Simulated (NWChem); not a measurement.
System: CoF2, quartet; SMILES [F][Co][F]

Results from NWChem. Spin-unrestricted. The geometry was optimised at PBE0/def2-SVP, spin-unrestricted. This spin state was assumed; another may lie lower. No stability test was run on the SCF state. Level MN15/def2-SVP: energy and gradient on several grids; changes count from the extra-fine grid, which is no exact limit either.

### Question
Which is the coarsest grid (coarse; fine; xfine; medium; xcoarse) from which on the energy stays within 50 μHa and each gradient component within 100 μHa/bohr of xfine?

### Answer
medium.
| grid | size of the energy change (μHa) | largest change of a gradient component (μHa/bohr) |
|---|---|---|
| xcoarse | 60000 | 6000 |
| coarse | 40 | 900 |
| medium | 10 | 40 |
| fine | < 10 | < 30 |
| xfine | < 10 | < 30 |
